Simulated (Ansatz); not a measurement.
**One elementary step**

Start structure (Si4NH12O3F, singlet), relaxed at PBE0-D4/def2-TZVP:

Si1  (-0.421, -0.158, 0.886)
O2  (-0.525, 1.035, -0.187)
Si3  (0.180, 1.938, -1.359)
O4  (-1.835, -0.313, 1.635)
Si5  (-3.387, 0.208, 1.689)
O6  (-0.025, -1.568, 0.231)
Si7  (0.841, -2.403, -0.877)
F8  (0.647, 0.218, 2.000)
H9  (3.211, 0.819, -0.856)
N10  (2.670, 0.281, -0.191)
H11  (-0.872, 2.851, -1.873)
H12  (1.286, 2.759, -0.804)
H13  (0.677, 1.094, -2.471)
H14  (-4.076, -0.530, 2.774)
H15  (-3.431, 1.666, 1.969)
H16  (-4.063, -0.061, 0.394)
H17  (2.194, -2.718, -0.348)
H18  (0.124, -3.679, -1.124)
H19  (0.961, -1.650, -2.149)
H20  (3.176, -0.581, -0.025)
H21  (2.666, 0.792, 0.684)
(Å)

The step: Si₄H₉O₃F ([F][Si]([O][SiH3])([O][SiH3])[O][SiH3]) + NH₃ → Si₃NH₈O₂F ([NH2][Si]([F])([O][SiH3])[O][SiH3]) + SiH₄O ([OH][SiH3]); bonds formed: Si1–N10, O2–H9; bonds broken: Si1–O2, H9–N10. Computed with Ansatz 0.2.0 (basis: def2-TZVPP and def2-QZVPP); correlated methods freeze the cores. Extrapolation: Hartree–Fock as exp(−7.88 √X), correlation as X^−2.97. Energies below are by CCSD(T) at an estimated basis limit (MP2 extrapolated from triple and quadruple zeta, plus CCSD(T) − MP2 in triple zeta).

(1) What are the electronic barrier and the energy of the step, from the start structure to the end structure? (Judge from chemistry; the value comes from the calculation.)

No T1 diagnostic of these runs exceeds 0.013.

## Answers

(1) By the calculation: Barrier 140.7 kJ/mol; step energy 54.9 kJ/mol (uphill); reverse barrier, their difference, 85.8 kJ/mol. Barrier and step energy count from the start structure, the reverse barrier from the end structure.

The saddle point: One imaginary mode of 271i cm⁻¹.
```csv
pair,start (Å),saddle (Å),end (Å)
Si1–N10,3.30,1.84,1.72
O2–H9,3.80,1.51,0.98
Si1–O2,1.61,2.30,3.15
H9–N10,1.01,1.08,1.87
```

Zero-point energy (harmonic, PBE0-D4): ZPE is 346.8 kJ/mol at the start and 348.7 kJ/mol at the saddle, so the barrier goes from 140.7 to 142.6 kJ/mol.

Labels in which every atom is bracketed show which atoms are joined, not bond orders.

For scale, one of the runs: CCSD(T)/def2-TZVPP, 491 basis functions, launched by `ansatz run in.yaml --threads 4 --pin off --events-out ev --progress --plain --max-ram 46080MiB --backend cuda --devices 0, --max-vram 37GiB`. Hardware: 4 CPU threads of an AMD EPYC 7R13 and a share of one NVIDIA H100, shared host. Wall time 74 s; peak host memory 1.4 GiB.
